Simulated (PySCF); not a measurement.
**NMR data sheet: C$_{3}$H$_{11}$ClO$_{2}$Si$_{2}$**

| Item | Value |
| --- | --- |
| Formula | C3H11ClO2Si2 |
| SMILES | CC(C)O[SiH2]O[SiH2]Cl |
| Point group of the computed structure | C1 |
| Degrees of unsaturation | 0 |
| Carbon signals | 2 |
| Proton signals | 4 |

Atoms are numbered as in `[CH3:1][CH:2]([CH3:3])[O:4][SiH2:5][O:6][SiH2:7][Cl:8]`. Each H is labelled by its parent atom.

[PySCF 2.14.0 with density-fitted response routines: GFN2-xTB structure; PBE0/pcSseg-1 with gauge-including orbitals; relativity neglected; no solvent; rapidly exchanging positions averaged; one computed conformer]

References, each an isolated molecule treated in the same way: ¹H (31.72 ppm), ¹³C (186.93 ppm), ²⁹Si (349.16 ppm) against TMS; ¹⁷O (336.08 ppm) against H2O.

| carbon | δC, type | δH (multiplicity) | HMBC from (2–3 bonds) | span of the C tensor (ppm) |
| --- | --- | --- | --- | --- |
| C1/C3 | 26.7, CH3 | 1.32 (d) | H(C2), H(C1)/H(C3) | 40 |
| C2 | 70.0, CH | 4.78 (sept) | H(Si5), H(C1)/H(C3) | 67 |

Other nuclei:
| atoms | nucleus | environment | δ (ppm) | σ (ppm) |
| --- | --- | --- | --- | --- |
| H(Si7) | ¹H | hydrogen on a silicon bonded to Cl, O | 5.47 | 26.24 |
| H(Si5) | ¹H | hydrogen on a silicon bonded to 2 O | 4.91 | 26.81 |
| Si7 | ²⁹Si | silicon bonded to Cl, O, 2 H | -31.1 | 380.3 |
| Si5 | ²⁹Si | silicon bonded to 2 O, 2 H | -50.8 | 399.9 |
| O4 | ¹⁷O | oxygen bonded to C, Si | 94.9 | 241.2 |
| O6 | ¹⁷O | oxygen bonded to 2 Si | 90.3 | 245.8 |

- Carbon types of the structure: 1 × CH, 2 × CH3, leaving 4 H on heteroatoms.
- δC 70.0: sp3 CH bonded to O; the inductive effect lowers its shielding.
- δC 26.7: methyl carbon; saturated and bonded to C and H only.
- δH 5.47: hydrogen on a silicon bonded to Cl, O.
- δH 4.78: hydrogen on an sp3 CH bonded to O; its carbon carries O, hence the downfield position.
- δH 1.32: hydrogen on a methyl carbon.

Shifts are as computed. Against solution values, carbons near 30 ppm lie about +3 ppm off and those near 130 ppm about +5 ppm. Of 1211 compounds with measured shifts, 218 miss one by over three times the rms of a fit or turn the order of signals round; such compounds aren't used in these exercises. Experimental scales use liquid or dissolved standards, which lie at an offset from isolated H2O (liquid H2O: subtract about 36 ppm). No couplings were computed; multiplicities are counted from neighbouring protons, with m where these are inequivalent, close in shift, in a saturated or five-membered ring or joined by F or P, and br s for small geminal =CH2 splittings.
